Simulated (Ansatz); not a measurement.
Compare A (`CN(C)BS`) with its isomer B (`CCB(N)S`).

Gas-phase electronic energies from Ansatz, PBE0-D4/def2-TZVP geometries. CBS: MP2 limit from def2 TZ/QZ plus the TZ coupled-cluster correction, frozen cores. Functionals use def2-TZVPP. B3LYP here is the variant with VWN-RPA as its local correlation; programs differ in this. One conformer a species, not always the lowest.

A:

Z-matrix (Å, degrees):
```
C
N 1 1.441
H 1 1.096 2 110.7
H 1 1.088 2 111.3 3 120.1
H 1 1.096 2 110.9 3 -119.4
C 2 1.446 1 112.5 3 58.0
B 2 1.394 1 126.6 3 -122.3
H 6 1.097 2 110.9 1 59.8
H 6 1.088 2 110.0 1 -180.0
H 6 1.097 2 110.9 1 -59.7
S 7 1.812 2 128.7 1 -0.3
H 7 1.196 2 118.5 1 179.8
H 11 1.342 7 101.0 2 -0.7
```

B:

Z-matrix (Å, degrees):
```
C
C 1 1.524
H 1 1.094 2 111.5
H 1 1.092 2 111.8 3 119.8
H 1 1.094 2 111.5 3 -120.4
B 2 1.577 1 115.9 3 60.2
H 2 1.097 1 109.8 3 -62.6
H 2 1.097 1 109.8 3 -177.1
S 6 1.831 2 121.0 1 -179.8
N 6 1.396 2 121.8 1 0.2
H 9 1.341 6 96.5 2 0.0
H 10 1.005 6 124.2 2 180.0
H 10 1.005 6 121.9 2 -0.1
```

Task: Which isomer does CCSD(T)/CBS put lower? Give the gap. (Best estimate.)

Result: Computed: B, by 22.6 kcal/mol.

Task: Give E(B) − E(A) in kcal/mol with PBE0-D4, CCSD/def2-TZVPP, MP2/def2-TZVPP, B3LYP, PBE-D4, LDA (SPW92), B3LYP-D4. (Best estimate.)

Result: Ansatz gave: PBE0-D4 -22.4, CCSD/def2-TZVPP -22.2, MP2/def2-TZVPP -22.7, B3LYP -21.2, PBE-D4 -21.3, LDA (SPW92) -20.5, B3LYP-D4 -21.1. None reverses the order clearly.

Task: Does the order hold for the free energy at 298.15 K (harmonic terms from PBE0-D4)? (Best estimate.)

Result: The calculation gave: Yes: G(B) − G(A) = -21.7 kcal/mol, for one conformer each. Modes under 60 cm⁻¹, often nearly free rotors, make the harmonic entropy too high.

Largest T1 diagnostic: 0.012.

From PBE to PBE0 (25 % exact exchange), in def2-TZVPP and without D4, E(B) − E(A) moves by −1.1 kcal/mol. Leaving LDA and LC-ωPBE aside and taking each functional with its dispersion term where it has one, the values, not all of them listed here, spread over 3.6 kcal/mol, from B97M-V to BLYP-D4. LDA lies +0.8 kcal/mol from PBE without D4.
